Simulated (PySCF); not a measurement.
## Bonds of In to H, F, Cl, Br, O, N

CCSD(T) extrapolated to the basis-set limit (PySCF; Br2 CCSD(T)/CBS(TQ), Cl2 CCSD(T)/CBS(TQ)+CV+SR, F2 CCSD(T)/CBS(TQ)+CV+SR, H2 CCSD(T)/CBS(TQ)+SR, InBr CCSD(T)/CBS(DT)+CV, InCl CCSD(T)/CBS(DT)+CV, InF CCSD(T)/CBS(DT)+CV, InH CCSD(T)/CBS(DT), InN CCSD(T)/CBS(DT)+CV, InO CCSD(T)/CBS(DT)+CV, N2 CCSD(T)/CBS(TQ)+CV+SR, O2 CCSD(T)/CBS(TQ)+CV+SR; CV core-valence, SR scalar-relativistic term); no spin–orbit coupling. D0 is De less the harmonic zero-point energy.

| X | state of InX | D0(InX) (eV) | D0(X₂) (eV) |
| --- | --- | --- | --- |
| H | singlet (closed shell) | 2.68 | 4.48 |
| F | singlet (closed shell) | 5.61 | 1.62 |
| Cl | singlet (closed shell) | 4.59 | 2.54 |
| Br | singlet (closed shell) | 4.17 | 2.21 |
| O | doublet (π ↑) | 3.50 | 5.09 |
| N | triplet (π ↑↑) | 1.74 | 9.74 |

**Question.** Give the energy of In + X₂ → InX + X at 0 K for each X.

**Answer.** H: 4.48 − 2.68 = +1.80 eV; F: 1.62 − 5.61 = -3.99 eV; Cl: 2.54 − 4.59 = -2.05 eV; Br: 2.21 − 4.17 = -1.96 eV; O: 5.09 − 3.50 = +1.59 eV; N: 9.74 − 1.74 = +8.00 eV (composite CCSD(T); negative means exothermic).

**Question.** Does an atom of N displace Cl from InCl?

**Answer.** InCl + N → InN + Cl has ΔE = 4.59 − 1.74 = +2.85 eV at composite CCSD(T), so it is uphill.

Gas-phase diatomics only hint at surface chemistry, where an atom holds several bonds.

Correlated steps freeze the inner cores (0 to 18 orbitals); shallow outer-core shells are correlated. Spin–orbit coupling is left out, which matters for elements this heavy, above all for dissociation energies. Where the molecule has an RHF reference, its open-shell atoms are computed with UHF. States were picked by a PBE0 search and need not be the measured ground states.
